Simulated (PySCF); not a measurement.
C₃H₆N₂Si, SMILES N#CC/C=N/[SiH3].

Geometry optimised at ωB97X-D3(BJ)/def2-SVP. The structure was generated by enumeration; whether it is a known compound was not checked. One conformer was computed; it need not be the lowest.

The numbers are results of PySCF with TDA-PBE/def2-SVPD, not measurements.

Vertical excitations. Isolated molecule, no solvent.

Computed UV-visible absorptions:
```csv
state,energy (eV),λ (nm),f,main pairs
S1,4.15,299,0.002,HOMO→LUMO 100 %
S2,5.80,214,0.002,HOMO→LUMO+1 94 %
S3,5.84,212,0.005,HOMO→LUMO+2 92 %
S4,5.87,211,0.020,"HOMO−3→LUMO 50 %, HOMO−1→LUMO 41 %"
S5,5.95,208,0.001,HOMO−2→LUMO 85 %
S6,6.02,206,0.035,"HOMO→LUMO+3 68 %, HOMO−3→LUMO 10 %"
S7,6.17,201,0.023,HOMO−4→LUMO 85 %
S8,6.34,196,0.057,HOMO−5→LUMO 66 %
S9,6.40,194,0.086,"HOMO−5→LUMO 32 %, HOMO−1→LUMO 22 %, HOMO−3→LUMO 20 %, HOMO−6→LUMO 10 %"
S10,6.58,188,0.124,HOMO→LUMO+4 94 %
T1,3.55,350,0,HOMO→LUMO 100 %
T2,4.88,254,0,HOMO−1→LUMO 83 %
T3,5.60,221,0,HOMO→LUMO+1 94 %
T4,5.70,217,0,"HOMO→LUMO+2 70 %, HOMO−2→LUMO 21 %"
```
Triplets are in the Tamm–Dancoff approximation.
